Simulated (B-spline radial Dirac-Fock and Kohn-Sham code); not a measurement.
**Two-hole binding energies of Yb⁶⁺**

System: Yb⁶⁺ in the configuration [Kr] 4d10 4f12 5s2 5p4.

Level of theory: Dirac-Fock ΔSCF + Breit + QED; a radial atomic solver. U is the two-hole binding energy less the two single-hole energies, the effective repulsion of the holes after relaxation. Each two-hole energy is an average over J within one jj subconfiguration.

```
          holes  E(a) (eV)  E(b) (eV)  E(ab) (eV)  U (eV)
   1s⁻¹ 2p1/2⁻¹    61428.9    10079.4     71886.5   378.3
   1s⁻¹ 3p1/2⁻¹    61428.9     2279.2     63822.4   114.3
   1s⁻¹ 3d3/2⁻¹    61428.9     1677.0     63202.3    96.4
           2s⁻²    10595.6    10595.6     21398.2   207.1
   2s⁻¹ 2p1/2⁻¹    10595.6    10079.4     20872.0   197.1
   2s⁻¹ 2p3/2⁻¹    10595.6     9044.2     19825.1   185.3
2p1/2⁻¹ 2p3/2⁻¹    10079.4     9044.2     19351.8   228.2
   2s⁻¹ 3d5/2⁻¹    10595.6     1629.4     12315.5    90.5
2p1/2⁻¹ 3p3/2⁻¹    10079.4     2056.4     12222.7    86.9
2p1/2⁻¹ 3d5/2⁻¹    10079.4     1629.4     11802.2    93.4
2p3/2⁻¹ 3d3/2⁻¹     9044.2     1677.0           ?       ?
        3p1/2⁻²     2279.2     2279.2      4626.8    68.5
3d3/2⁻¹ 3d5/2⁻¹     1677.0     1629.4      3377.4    71.0
        4d5/2⁻²      288.6      288.6       606.5    29.3
```

Task: Give the missing two-hole energy and U.

Result: E(ab) = 10816.5 eV and U = 95.2 eV.

Run: 61 s of CPU time on 1 thread of Intel(R) Xeon(R) Platinum 8259CL CPU @ 2.50GHz (shared host), peak memory 0.53 GiB.

Values without a named source are computed, but for edge energies of neutral atoms, which are taken from tables.
